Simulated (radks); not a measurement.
Question: These are the eigenvalues of the occupied orbitals of an atom or ion with whole-number occupations (eV). Calculated with a radial shooting solver on a logarithmic mesh with Libxc functionals: scalar-relativistic Kohn-Sham, BP86, spin-polarised, spherical densities, finite nucleus; Fermi nuclear charge, rms radius of each element as measured or else 0.836 A^(1/3) + 0.57 fm.

1s up: -32997.93
1s down: -32997.86
2s up: -5106.428
2s down: -5106.397
2p up: -4584.508
2p down: -4584.452
3s up: -1038.368
3s down: -1038.309
3p up: -869.2101
3p down: -869.1427
3d up: -615.7564
3d down: -615.6922
4s up: -190.2208
4s down: -190.0808
4p up: -137.1993
4p down: -137.0538
4d up: -59.9322
4d down: -59.7011
5s up: -26.9578
5s down: -25.6256
5p up: -16.0506
5p down: -14.6745

Which element is it, and in what charge state? The configuration may be excited. Open shells, if any, are filled with parallel spins first.

Answer: Z = 53, iodine, charge +1: I+ in [Kr] 4d10 5s2 5p4. The list shows which subshells hold electrons but not how many an open one holds; the 1s level, -1212.7 hartree, gives Z - s = 49.2 by -(Z - s)^2/2, which with screening and relativity narrows Z to a few neighbours, and the depths of the outer levels then fix element, charge and occupations together.
